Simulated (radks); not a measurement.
Initial-state core-level shifts of neutral arsenic when its valence configuration changes from [Ar] 3d10 4s2 4p3. Calculated with a radial shooting solver on a logarithmic mesh with Libxc functionals: scalar-relativistic Kohn-Sham, PBE, spin-unpolarised, spherical densities, point nucleus. Shifts are changes of the shell-averaged eigenvalues in eV (positive: less bound).

| valence | 2s | 2p | 3s | 3p |
|---|---|---|---|---|
| 3d10 4s1.5 4p3.5 | -0.845 | -0.844 | -0.863 | -0.860 |
| 3d9 4s2 4p4 | -14.218 | -14.106 | -11.392 | -11.151 |
| 3d10 4s1 4p4 | -1.665 | -1.662 | -1.702 | -1.695 |
| 3d9 4s1 4p5 | -15.765 | -15.649 | -12.959 | -12.709 |
| 3d10 4p5 | -3.239 | -3.233 | -3.315 | -3.301 |
| 3d9.5 4s2 4p3.5 | -6.971 | -6.916 | -5.647 | -5.526 |
| 3d8 4s2 4p5 | -29.509 | -29.283 | -23.146 | -22.666 |
